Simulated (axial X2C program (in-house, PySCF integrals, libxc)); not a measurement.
# SeCSe⁺: properties at the nuclei

Computed with an axial X2C code built on PySCF integrals: two-component X2C with atomic mean-field Coulomb and Gaunt terms, Gaussian nuclei, basis Se dyall-v3z, C dyall-v3z with contracted cores.

Se–C–Se held linear, with bonds 1.689 and 1.689 Å (near the PBE0 minimum at charge 1 of the determinant lowest at the starting distance; the state shown can have its own minimum elsewhere, held linear; other orders of the atoms were not compared).

Determinant lowest in the PBE0 search, Ω = 3/2 (⟨Sz⟩ = 0.50, ⟨Lz⟩ = 1.00 at PBE0), spin on the atoms Se 0.33, C -0.15, Se 0.33:

| level | A∥/gI Se (MHz) | qzz Se (a.u.) | A∥/gI C (MHz) | qzz C (a.u.) |
| --- | --- | --- | --- | --- |
| PBE0 | 275 | 1.06 | -12.9 | -0.37 |
| HF | 322 | 1.25 | -61.8 | -0.51 |
| LDA | 282 | 1.03 | -2.89 | -0.31 |

Determinant 0.28 eV from it at PBE0 and this distance, Ω = 1/2 (⟨Sz⟩ = -0.50, ⟨Lz⟩ = 1.00 at PBE0), spin on the atoms Se -0.33, C 0.16, Se -0.33:

| level | A∥/gI Se (MHz) | qzz Se (a.u.) | A∥/gI C (MHz) | qzz C (a.u.) |
| --- | --- | --- | --- | --- |
| PBE0 | 1640 | 0.91 | 11.4 | -0.37 |
| HF | 1660 | 1.05 | 31.5 | -0.50 |
| LDA | 1580 | 0.89 | 23.1 | -0.31 |

A∥ (defined per Ω) follows by multiplying with gI = μI/(I μN); qzz is the electric field gradient, eQq0 = 234.96 MHz × Q/barn × qzz. The operators were transformed with the bare-nucleus X2C matrices; with these basis sets, hyperfine constants and field gradients can be off by tens of per cent, and where levels differ in sign neither size nor sign is settled.

Task: With gI(77Se) = 1.0701 (g factors from the IAEA table of nuclear moments by Stone), turn the PBE0 values of the first state into constants in MHz.

Result: A∥(77Se) = 275 × 1.0701 = 294 MHz.

The molecule was held linear; bending was not examined, so a bent shape may lie lower.

Each state is one determinant with collinear spin. Unrestricted Hartree–Fock can overshoot spin polarisation at the nuclei. The search compared states at one distance, so a state with another bond length can lie lower. Where a field gradient or hyperfine factor spreads by more than a factor of two over the levels, a constant derived from it is not to be relied on. PBE0 term energies can be off by some tenths of an eV.
